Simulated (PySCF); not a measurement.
# Exercise with solution: entropy of an ideal gas

GaHClBr, SMILES [Cl][GaH][Br].

The structure is a stationary point at TPSSh-D3(BJ)/def2-SVP.

TPSSh-D3(BJ)/def2-SVP (PySCF) gives the harmonic wavenumbers 114, 307, 428, 428, 602, 2053 cm⁻¹ and the rotational temperatures 0.4064, 0.0639, 0.0552 K. The molar mass is 186.08 g/mol, the symmetry number 1, the spin multiplicity 1.

Q: Work out the entropy at 298.15 K and 1 atm in the rigid-rotor, harmonic-oscillator model.

A: 
Translation (Sackur–Tetrode at 1 atm): S = R[1.5 ln M + 2.5 ln T − 1.16487] = 173.9 J/(mol K).
Rotation: q = (√π/σ) T^1.5/√(θA θB θC) = 241000, S = R[ln q + 3/2] = 115.5 J/(mol K).
Vibration: with u = 1.4388 ν/T, each mode gives R[u/(e^u − 1) − ln(1 − e^−u)]:
```json
[
 {"ν (cm⁻¹)": "114", "modes": "1", "u": "0.55", "S (J/(mol K))": "13.39"},
 {"ν (cm⁻¹)": "307", "modes": "1", "u": "1.48", "S (J/(mol K))": "5.77"},
 {"ν (cm⁻¹)": "428", "modes": "2", "u": "2.07", "S (J/(mol K))": "7.24"},
 {"ν (cm⁻¹)": "602", "modes": "1", "u": "2.91", "S (J/(mol K))": "1.87"}
]
```
The stiffer modes add less than 0.005 each. Sum 28.3 J/(mol K).
Spin: R ln 1 = 0.0 J/(mol K).
Total 317.7 J/(mol K); the program's own thermochemistry gives 317.7. Translation makes up 55 % and vibration 9 %. Anharmonicity, hindered rotation and orbital degeneracy are left out.
